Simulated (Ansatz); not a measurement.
ZnCu₂. Total charge 0; triplet. Geometry r2SCAN-D4/def2-TZVPD, that of the charge -1 doublet; atoms count from 1.

```tsv
atom	x (Å)	y (Å)	z (Å)
Cu1	-0.197	-1.261	0.516
Cu2	0.860	0.774	0.759
Zn3	-0.663	0.488	-1.275
```

At PBE0-D4/def2-TZVPD a singlet of charge 0 lies 0.25 eV below the triplet at the same geometry. The structure comes from a short search, and lower isomers may exist.

Problem. Estimate the Mulliken populations from the PBE0/def2-TZVPD orbitals of Ansatz.

Solution. 
```
atom  charge (e)  spin (α − β)  d electrons
 Cu1       -0.07          0.66         9.90
 Cu2       -0.07          0.66         9.90
 Zn3        0.14          0.67        10.00
```
Mulliken values depend strongly on the basis. With diffuse functions, as here, like atoms can get unlike values, and bond orders can come out too low or too high.

Problem. Where does the spin sit?

Solution. Summed by element: Cu 1.33, Zn 0.67, of 2 unpaired in all. Largest on single atoms: Zn3 0.67, Cu2 0.66, Cu1 0.66.

Problem. And the Mayer bond orders between heavy atoms (over 0.3)?

Solution. Cu1–Cu2 0.58 (2.31 Å); Cu1–Zn3 0.64 (2.55 Å); Cu2–Zn3 0.63 (2.56 Å).
